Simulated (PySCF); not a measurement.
MoO₂(OH) + 2 HCl → Mo(OH)₃ + Cl₂

Level: PBE0 in the def2-TZVP basis family, computed in PySCF with density fitting; scalar-relativistic core potentials for atoms from Rb on, none lighter, no spin–orbit coupling; open shells unrestricted.

| species | state and structure | E (Eh) | ZPE (kJ/mol) | H(298 K) − H(0) (kJ/mol) | S° (J/(mol K)) |
| --- | --- | --- | --- | --- | --- |
| MoO₂(OH) | doublet, C1, Mo–O 1.680 Å (×2), Mo–O 1.871 Å, O–H 0.959 Å; H–O–Mo 131.4°, O–Mo–O 112.1°, O–Mo–O 116.6°, O–Mo–O 119.7° | -294.42278 | 49.9 | 15.9 | 316.2 |
| HCl | singlet, C∞v, H–Cl 1.279 Å | -460.66440 | 17.9 | 8.7 | 186.6 |
| Mo(OH)₃ | quartet, C3v, Mo–O 1.893 Å (×3), O–H 0.962 Å (×3); H–O–Mo 122.4° (×3), O–Mo–O 119.9° (×3) | -295.61266 | 104.2 | 18.9 | 331.9 |
| Cl₂ | singlet, D∞h, Cl–Cl 1.982 Å | -920.08940 | 3.5 | 9.1 | 222.5 |

What is the electronic reaction energy?

At PBE0/def2-TZVP, ΔE = 130.0 kJ/mol from the differences of the total energies times 2625.5, uphill. 

Add zero-point, thermal and entropy terms for 298.15 K and 1 bar.

ΔZPE = 22.0 and Δ[H(298) − H(0)] = -5.3 kJ/mol give ΔH° = 146.7 kJ/mol. ΔS° = -135.0 J/(mol K), so ΔG° = 146.7 − 298.15 × (-0.1350) = 187 kJ/mol.

Open d or f shells are single determinants, so the state found may not be the ground state. Only the bonding shown was studied: isomers, or loss of a ligand pair, can lie lower.
